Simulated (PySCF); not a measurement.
A PySCF script (with the pyscf-properties extension) for the NMR shieldings of SMILES [O](CCCC#C)[AlH2], C$_{5}$H$_{9}$AlO, on a GFN2-xTB geometry:

```python
import basis_set_exchange as bse
import numpy as np
from pyscf import gto, dft
from pyscf.prop import nmr

atoms = """
C    -3.399038   -0.615175   -0.441187
C    -2.358765   -0.201852   -0.018405
C    -1.091886    0.272827    0.495513
C    -0.129497   -0.886762    0.769383
C     1.240283   -0.381349    1.221895
O     1.856029    0.375927    0.219181
Al    2.376529    1.266820   -1.057077
H    -4.315505   -0.963654   -0.813729
H    -1.266652    0.835910    1.417217
H    -0.639329    0.949052   -0.240553
H    -0.001093   -1.473642   -0.143475
H    -0.538787   -1.538311    1.543631
H     1.883460   -1.234461    1.467062
H     1.131193    0.241508    2.118276
H     1.481986    2.372501   -1.634575
H     3.763473    0.989605   -1.647084
"""
names = dict.fromkeys(["C", "O", "Al", "H"], "pcSseg-1")
basis = {el: gto.basis.parse(bse.get_basis(n, elements=[el], fmt="nwchem")) for el, n in names.items()}
mol = gto.M(atom=atoms, basis=basis, charge=0, verbose=0)
mf = dft.RKS(mol, xc="PBE0")
mf.grids.level = 2
mf.grids.alignment = dft.numint.BLKSIZE   # the property module wants whole blocks of grid points
mf.conv_tol = 1e-9
mf.kernel()

calc = nmr.RKS(mf)   # GIAO
C = mf.mo_coeff
Co = C[:, mf.mo_occ > 0]
resp = mf.gen_response(singlet=True, hermi=2)
def vind(x):   # induced exchange potential for any number of trial vectors
    d = np.einsum("pi,xij,qj->xpq", C, 2 * x.reshape(-1, C.shape[1], Co.shape[1]), Co, optimize=True)
    return np.einsum("xpq,pi,qj->xij", resp(d - d.transpose(0, 2, 1)), C, Co, optimize=True).ravel()
mo1, _ = nmr.rhf.solve_mo1(calc, with_cphf=vind)
sigma = calc.kernel(mo1)
for i, s in enumerate(sigma):   # ppm
    w = np.linalg.eigvalsh((s + s.T) / 2)
    print("%2d %-2s iso %8.1f  s11 %8.1f  s22 %8.1f  s33 %8.1f" % (i, mol.atom_pure_symbol(i), w.mean(), *w))
```

Task: What does it print?

Result: 
```
 0 C  iso    112.4  s11     40.1  s22     41.8  s33    255.4
 1 C  iso     97.5  s11     -5.4  s22      1.5  s33    296.4
 2 C  iso    168.1  s11    151.4  s22    172.0  s33    180.9
 3 C  iso    146.4  s11    134.2  s22    139.6  s33    165.4
 4 C  iso    116.8  s11     89.4  s22    108.4  s33    152.6
 5 O  iso    244.1  s11    173.6  s22    199.0  s33    359.7
 6 Al iso    396.9  s11    331.5  s22    382.9  s33    476.2
 7 H  iso     30.3  s11     25.1  s22     25.1  s33     40.8
 8 H  iso     29.6  s11     24.3  s22     29.3  s33     35.3
 9 H  iso     28.8  s11     22.9  s22     29.4  s33     34.1
10 H  iso     29.9  s11     26.2  s22     29.6  s33     33.9
11 H  iso     30.0  s11     25.8  s22     29.2  s33     34.9
12 H  iso     27.0  s11     21.7  s22     27.3  s33     32.0
13 H  iso     27.6  s11     22.9  s22     27.4  s33     32.4
14 H  iso     27.2  s11     23.3  s22     26.1  s33     32.3
15 H  iso     27.4  s11     23.7  s22     24.9  s33     33.5
```

These numbers come from an equivalent density-fitted implementation of the same equations, which agrees with the script to about 0.01 ppm for H and up to a few tenths of a ppm for heavy atoms, so last digits may differ.

Size and cost of the density-fitted run: 171 basis functions, 54 s wall time on 1 thread of an Arm Neoverse N1, shared host; peak memory 0.77 GiB.
